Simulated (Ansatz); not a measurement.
C$_{4}$H$_{6}$F$_{2}$Si (SMILES C=C[Si](F)(F)C=C), singlet, geometry from GFN2-xTB, with bond 8-1 at 2.4 times its length; SC-NEVPT2/STO-3G, CASSCF(4,5) run with Ansatz (a first-principles code).

The Ansatz input:
Ansatz 0.2 input:
```yaml
crystal:
  periodic: [false, false, false]
  atoms:
    - {symbol: C, position_ang: [-2.59662520, 0.69246546, 0.65267367]}
    - {symbol: C, position_ang: [-1.36481825, 1.06812054, 0.33861056]}
    - {symbol: Si, position_ang: [-0.00360129, -0.10201700, -0.20105355]}
    - {symbol: F, position_ang: [0.60567256, 0.39095532, -1.60439117]}
    - {symbol: F, position_ang: [-0.64540953, -1.51662136, -0.61405417]}
    - {symbol: C, position_ang: [1.38920276, -0.37735800, 1.02273364]}
    - {symbol: C, position_ang: [2.62389739, 0.08009937, 0.86988523]}
    - {symbol: H, position_ang: [-3.32458518, -1.78744369, 0.55532938]}
    - {symbol: H, position_ang: [-3.35543680, 1.39779149, 0.95394586]}
    - {symbol: H, position_ang: [-1.11620004, 2.12088089, 0.39817059]}
    - {symbol: H, position_ang: [1.15762231, -0.94747381, 1.91436205]}
    - {symbol: H, position_ang: [2.91097085, 0.65325841, 0.00361550]}
    - {symbol: H, position_ang: [3.40109608, -0.10435874, 1.59513153]}
basis:
  gaussian:
    orbitals: STO-3G
magnetization: {spin_polarized: false}
correlation: {method: sc_nevpt2, electrons: all, active_space: {window: {electrons: 4, orbitals: 5}}}
```

Q: Predict the main parts of the log of this Ansatz run.

A: 
```
Functional definition: HF
597 factors; integrals over basis functions are off by at most 4.6e-5 eV
mean field evaluation 1: about -17257.2725 eV, gradient 3.2e1 eV
mean field evaluation 2: about -17257.4021 eV, gradient 3.2e1 eV
mean field evaluation 4: about -17262.9359 eV, gradient 8.9e0 eV
mean field evaluation 8: about -17263.2613 eV, gradient 1.3e-4 eV
mean field evaluation 16: about -17257.8238 eV, gradient 4.1e0 eV
mean field -17263.25733553 eV, -634.4130056246 hartree, gradient 2.0e-6 eV, S^2 0.000000; 1 other end points of the search recorded, 0 dependent functions left out; unrestricted orbitals would lower it
reference -17263.25733553 eV, -634.4130056246 hartree; 31, 31 occupied and 14, 14 virtual orbitals, 597 factors
state -17269.32522458 eV, -634.6359964344 hartree
state -17269.32522458 eV, -634.6359964344 hartree; corrected -17276.25638548 eV, -634.8907118992 hartree
state -17269.17644029 eV, -634.6305287123 hartree
state -17269.17644029 eV, -634.6305287123 hartree; corrected -17276.18368001 eV, -634.8880400223 hartree
state -17269.32522458 eV, -634.6359964344 hartree; corrected -17276.25638548 eV, -634.8907118992 hartree
Total energy: -17276.25638548 eV, -634.8907118992 hartree
```
